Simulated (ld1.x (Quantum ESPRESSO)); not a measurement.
# phosphorus: from the effect back to the setting (ultrasoft)

Base potential:

```json
{
  "Element": "P",
  "Generator": "ld1.x (Quantum ESPRESSO) 7.5",
  "Type": "ultrasoft",
  "Functional": "PBE",
  "Relativity": "scalar-relativistic",
  "Frozen core": "[Ne]",
  "Valence charge": "5",
  "Reference configuration": "3s2 3p2.5 (charge +0.5)",
  "Partial waves": "3s (bound): rcut 1.25, rcutus 1.55 bohr; 3s channel at -0.4 Ry: rcut 1.25, rcutus 1.55 bohr; 3p (bound): rcut 1.50, rcutus 2.10 bohr; 3p channel at -0.15 Ry: rcut 1.50, rcutus 2.10 bohr",
  "Local potential": "all-electron potential smoothed inside 1.55 bohr (lloc = -1)",
  "Core correction": "none",
  "Augmentation charge": "PSQ, inside the norm-conserving radii"
}
```

Cutoffs, loose and tight: the cutoffs (Ry, on a coarse ladder) from which the occupation-weighted sum of valence levels, in a spherical-Bessel basis at the reference potential, stays within 10 and 1 mRy of its value at 400 Ry. They do not see the model core or the augmentation charge, which bear on the density cutoff. Test errors are all-electron minus pseudo excitation energies from the reference, over the configurations 3s2 3p3; 3s2 3p2; 3s2 3p1; 3s1 3p0; 3s1 3p3; 3s0 3p5; 3s1 3p4; variants that change the core or the reference have their own tests. The largest error is taken over the tests solved by every variant that gives reliable tests at all, those not shown here included: 3s1 3p0; 3s1 3p3; 3s2 3p1; 3s2 3p2; 3s2 3p3.

Only the p radius is moved (4 further runs of the sweep failed or gave no value and are left out):

```
p radius (bohr)  cutoff, loose  cutoff, tight  bound ghosts  largest test error (meV)  median size of the test errors
           1.56          12 Ry          21 Ry          none                       +46                         6.5 meV
           1.92          15 Ry          21 Ry          none                      +106                        12.9 meV
           2.18          15 Ry          18 Ry          none                      +133                        18.8 meV
           2.34          12 Ry          18 Ry          none                      +146                        22.4 meV
           2.52          12 Ry          18 Ry          none                      +157                        25.8 meV
```

Task: One more run gave cutoff, loose: 15 Ry; cutoff, tight: 25 Ry; bound ghosts: none; largest test error (meV): +85; median size of the test errors: 9.8 meV. Which value of the p radius was used?

Result: 1.78 bohr. The median size of the test errors moves one way along this sweep, from 6.5 meV at 1.56 to 25.8 meV at 2.52 bohr, which places the run between 1.56 and 1.92 bohr.
